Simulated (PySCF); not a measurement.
Compound: C₂H₉BN₂.
Atom-mapped SMILES: `[CH3:1][N:2]([CH3:3])[BH:4][NH2:5]` (hydrogens: H6, H7, H8 on C1; H9, H10, H11 on C3; H12 on B4; H13, H14 on N5)

Method: PySCF, PBE0-D3(BJ)/def2-SVP geometry optimisation, gas phase; density fitting, grid level 1; the optimiser is geomeTRIC in internal coordinates, started from a GFN2-xTB structure with every atom displaced at random (about 0.01 Å).

Step 0: E = -5867.7113 eV
```
atom  x, y, z in Å  |  force x, y, z in eV/Å
C1     -1.3374   -1.0690    0.0083   -0.466   1.923  -0.186
N2     -0.2580   -0.1617    0.2683    0.567   0.068  -0.069
C3     -0.7021    1.0233    0.9650    1.241  -0.904   0.566
B4      1.0971   -0.4450   -0.1308   -2.363   0.187   0.520
N5      2.1464    0.4009    0.1090   -0.153   1.915   1.060
H6     -1.0123   -1.9185   -0.5311    0.522  -1.277  -0.674
H7     -2.1100   -0.5452   -0.6067    0.041  -0.324   0.131
H8     -1.8185   -1.3590    0.9340   -0.414  -0.434   0.622
H9     -1.4235    1.5872    0.4029   -0.769   0.543  -0.599
H10    -1.1500    0.7571    1.9412   -0.106   0.064   0.001
H11     0.1514    1.6790    1.1820   -0.020   0.116  -0.003
H12     1.2789   -1.4521   -0.6884    0.237  -1.040  -0.585
H13     3.0538    0.1935   -0.1815    1.675  -0.384  -0.523
H14     2.0772    1.2943    0.5999    0.009  -0.453  -0.261
```

Problem. Estimate the geometry and energy of step 1. (The exact step hangs on the optimiser's Hessian estimate; all steps are aligned on step 0, rigid shifts and turns removed.)

Solution. E = -5867.8670 eV, largest force 0.708 eV/Å
```
atom  x, y, z in Å  |  force x, y, z in eV/Å
C1     -1.3544   -1.0410   -0.0244    0.016  -0.451  -0.085
N2     -0.2715   -0.1506    0.2770    0.050  -0.031   0.024
C3     -0.6806    1.0149    1.0028   -0.265   0.312  -0.063
B4      1.0729   -0.4538   -0.0532   -0.031   0.132  -0.133
N5      2.1632    0.4193    0.1903    0.251  -0.563  -0.349
H6     -0.9921   -1.8983   -0.6231   -0.067   0.208   0.193
H7     -2.1478   -0.5421   -0.6075   -0.051   0.082  -0.053
H8     -1.8357   -1.4404    0.8939    0.049   0.035  -0.076
H9     -1.4201    1.6283    0.4350    0.203  -0.161   0.095
H10    -1.1672    0.7494    1.9605   -0.006  -0.032   0.023
H11     0.1693    1.6647    1.2463    0.064  -0.016  -0.011
H12     1.3023   -1.5186   -0.5969   -0.020   0.048   0.127
H13     3.0687    0.1452   -0.1763   -0.146   0.163   0.127
H14     2.0859    1.4079    0.3479   -0.048   0.273   0.181
```

The energy changes by -0.1557 eV. The first-order estimate −F·Δx gives -0.4686 eV and the mean of the old and new forces, exact on a quadratic surface, -0.1852 eV. The step makes an angle of 76° with the force vector and moves no atom by more than 0.277 Å.

The cost below is that of the whole optimisation. Hardware: an Arm Neoverse V1 with one thread, no GPU, on a shared host. Cost: 43 s wall, 0.48 GiB resident at most.
